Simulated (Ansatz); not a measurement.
Potential energy curve for Mg₂, singlet.

Calculation: full CI/aug-cc-pVDZ, frozen core run with Ansatz (an electronic-structure program).

Task: Relative to R = 4.16 Å, what are the energies at R = 2.74, 3.29, 8.72, 9.72 Å?

Result: 10.7 kcal/mol at 2.74 Å, 1.6 kcal/mol at 3.29 Å, 0.7 kcal/mol at 8.72 Å, 0.7 kcal/mol at 9.72 Å.
